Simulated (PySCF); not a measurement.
# Finite-field polarisability of Kr (krypton, neutral)

[Kr], closed-shell 1S. All numbers are calculated (PySCF 2.14, the spin-free X2C one-electron Hamiltonian (Gaussian nucleus), in ANO-RCC-VTZP). Frozen: [Ar] 3d10. Energy changes in a uniform field (μhartree):

```
axis  F (au)        HF       MP2      CCSD   CCSD(T)
   x  0.0041  -101.372  -101.348  -101.450  -101.425
   x  0.0082  -405.498  -405.402  -405.807  -405.707
```

Derive α along x at CCSD(T) from the two fields.

With ΔE = −αF²/2 − γF⁴/24, α = −(16 ΔE(F) − ΔE(2F))/(6F²) = 12.07 bohr³.

And the mean polarisability at each level?

HF 12.06, MP2 12.06, CCSD 12.07, CCSD(T) 12.07 bohr³. Reference: 16.78 ± 0.02 bohr³ (recommended; Schwerdtfeger and Nagle, table of static dipole polarizabilities (2023 update)).

CCSD(T) lies more than 5 % below the reference, which points to too few diffuse and polarisation functions.

The basis has no added diffuse functions, which lowers α.
